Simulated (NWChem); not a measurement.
System meant: C4H11Ge, doublet; SMILES CC(C)[CH][GeH3]

The following NWChem deck was run.

```
start job
memory heap 200 mb stack 900 mb global 1100 mb
geometry units angstroms noautoz
  C     -1.374530    -2.183966     0.097351
  C     -0.063792    -1.475635    -0.266189
  C      1.125017    -2.434009    -0.142454
  C      0.138173    -0.257914     0.584919
  Ge     0.096353     1.554325    -0.059427
  H     -1.537086    -3.064098    -0.545589
  H     -1.353746    -2.530785     1.143560
  H     -2.239936    -1.513916    -0.017103
  H     -0.135336    -1.166749    -1.325297
  H      1.237488    -2.783704     0.897053
  H      2.066844    -1.946834    -0.436443
  H      0.985049    -3.320402    -0.781858
  H      0.275304    -0.438407     1.659946
  H      0.603990     2.519915     1.027625
  H     -1.337586     1.976238    -0.459263
  H      0.978142     1.690007    -1.320311
end
basis spherical
  * library def2-svp
end
dft
  odft
  mult 2
  xc xpbe96 cpbe96
  iterations 4
  mulliken
end
task dft energy
```

End of the output:

```
     --------------------------
     Expectation value of S2:
     --------------------------
      <S2> =      0.7535 (Exact =     0.7500)

 center of mass
 --------------
 x =   0.00332346 y =   0.36903134 z =  -0.00379969

 moments of inertia (a.u.)
 ------------------
        1430.320425586275          -0.000000000000          -0.000000000000
          -0.000000000000         263.026636398318          -0.000000000000
          -0.000000000000          -0.000000000000        1578.332436529711

     Multipole analysis of the density
     ---------------------------------

     L   x y z        total         alpha         beta         nuclear
     -   - - -        -----         -----         ----         -------
     0   0 0 0     -0.000000    -34.000000    -33.000000     67.000000

     1   1 0 0     -0.008764     -0.040372      0.031608      0.000000
     1   0 1 0     -0.372929      0.062324     -0.435254      0.000000
     1   0 0 1      0.024383     -0.418342      0.442725      0.000000

     2   2 0 0    -35.181102    -87.434366    -84.516128    136.769392
     2   1 1 0      0.046022      0.285962     -0.014457     -0.225482
     2   1 0 1      0.041292     -0.074400      0.069017      0.046675
     2   0 2 0    -34.578029   -394.983679   -391.718040    752.123689
     2   0 1 1      0.156193     -0.346064     -0.929180      1.431438
     2   0 0 2    -34.180742    -41.926326    -39.900828     47.646412

 ------------------------------------------------------------------------
 dft energy failed                                                                                  0
 ------------------------------------------------------------------------
 ------------------------------------------------------------------------
  current input line :
    31: task dft energy
 ------------------------------------------------------------------------
 ------------------------------------------------------------------------
 This type of error is most commonly associated with calculations not reaching convergence criteria
 ------------------------------------------------------------------------
 For more information see the NWChem manual at https://nwchemgit.github.io

0:dft energy failed:Received an Error in Communication
```

### Question
Can this run be used? If not, why, and what is the fix?

### Answer
Convergence was not reached. Cause: the SCF was allowed too few iterations. This input runs:
```
start job
memory heap 200 mb stack 900 mb global 1100 mb
geometry units angstroms noautoz
  C     -1.374530    -2.183966     0.097351
  C     -0.063792    -1.475635    -0.266189
  C      1.125017    -2.434009    -0.142454
  C      0.138173    -0.257914     0.584919
  Ge     0.096353     1.554325    -0.059427
  H     -1.537086    -3.064098    -0.545589
  H     -1.353746    -2.530785     1.143560
  H     -2.239936    -1.513916    -0.017103
  H     -0.135336    -1.166749    -1.325297
  H      1.237488    -2.783704     0.897053
  H      2.066844    -1.946834    -0.436443
  H      0.985049    -3.320402    -0.781858
  H      0.275304    -0.438407     1.659946
  H      0.603990     2.519915     1.027625
  H     -1.337586     1.976238    -0.459263
  H      0.978142     1.690007    -1.320311
end
basis spherical
  * library def2-svp
end
dft
  odft
  mult 2
  xc xpbe96 cpbe96
  iterations 150
  mulliken
end
task dft energy
```
It converges to -2235.05144 Ha (PBE/def2-SVP, spin-unrestricted).
